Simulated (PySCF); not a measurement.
## Ar¹²⁺ (argon, charge +12) across methods

[He] 2s2 2p2, high-spin 3P determinant. Computed with PySCF 2.14 in an even-tempered Gaussian basis (20 s from 1.6 bohr⁻², ratio 2.2; 11 p from 2 bohr⁻², ratio 2.2; 6 d from 10 bohr⁻², ratio 2.4; 5 f from 15 bohr⁻², ratio 2.4; 5 g from 22 bohr⁻², ratio 2.4), with scalar relativity by spin-free X2C-1e.

| method | E (hartree) | mean ε 2s α (eV) | mean ε 2s β (eV) | mean ε 2p α (eV) | Σ⟨r²⟩ (bohr²) | ⟨S²⟩ |
| --- | --- | --- | --- | --- | --- | --- |
| LDA | -430.7019 | -700.84 | -687.99 | -652.81 | 0.6131 | 2.000 |
| revPBE | -432.2939 | -702.52 | -689.58 | -653.94 | 0.6114 | 2.000 |
| PBE0 | -432.1708 | -711.65 | -695.43 | -662.54 | 0.6112 | 2.000 |
| r2SCAN | -432.2589 | -706.62 | -690.78 | -657.75 | 0.6107 | 2.000 |
| M06-2X | -432.3602 | -719.04 | -702.02 | -671.07 | 0.6106 | 2.000 |
| PBE | -432.1366 | -702.37 | -689.45 | -653.91 | 0.6116 | 2.000 |

Question: Estimate the same row for UHF.

Answer: E (hartree) = -432.10274; mean ε 2s α (eV) = -738.44; mean ε 2s β (eV) = -711.45; mean ε 2p α (eV) = -687.59; Σ⟨r²⟩ (bohr²) = 0.6106; ⟨S²⟩ = 2.001.
